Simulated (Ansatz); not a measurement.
`FCN[SiH2][SiH3]` + `B[SeH]` → `B[Se][SiH2][SiH3]` + `NCF`  (ligand exchange at the Si–N bond)

Gas-phase electronic energies from Ansatz, PBE0-D4/def2-TZVP geometries. CCSD(T)/CBS adds triple-zeta CCSD(T) − MP2 to the extrapolated MP2 energy (def2 sets, frozen cores). Functionals use def2-TZVPP. B3LYP here is the variant with VWN-RPA as its local correlation; programs differ in this. For Se outer-core shells are correlated without core-valence functions, which leaves a few kJ/mol of doubt a bond. Scalar relativity is left out up to krypton. Each species was taken in one conformer, which may not be the lowest.

```csv
level,ΔE (kcal/mol),difference from CCSD(T)/CBS
PBE0-D4,-6.9,-1.0
B3LYP-D4,-4.8,1.1
ωB97X-V,-4.6,1.3
B2PLYP,-4.6,1.3
PBE,-6.5,-0.6
r2SCAN,-5.5,0.4
B3LYP,-4.2,1.7
HF/def2-TZVPP,-3.7,2.2
MP2/def2-TZVPP,-5.9,0.0
SCS-MP2/def2-TZVPP,-4.8,1.1
CCSD/def2-TZVPP,-4.4,1.5
CCSD(T)/def2-TZVPP,-4.8,1.1
HF/def2-QZVPP,-3.5,2.4
SCS-MP2/def2-QZVPP,-5.3,0.6
HF/CBS(def2),-3.5,2.4
MP2/CBS(def2),-7.0,-1.1
CCSD(T)/CBS,-5.9,0
```

Largest T1 diagnostic among the species: 0.014.

In def2-TZVPP, CCSD(T) changes the Hartree–Fock value by −1.1 kcal/mol (the triples alone add −0.4 kcal/mol) and MP2 by −2.2 kcal/mol.
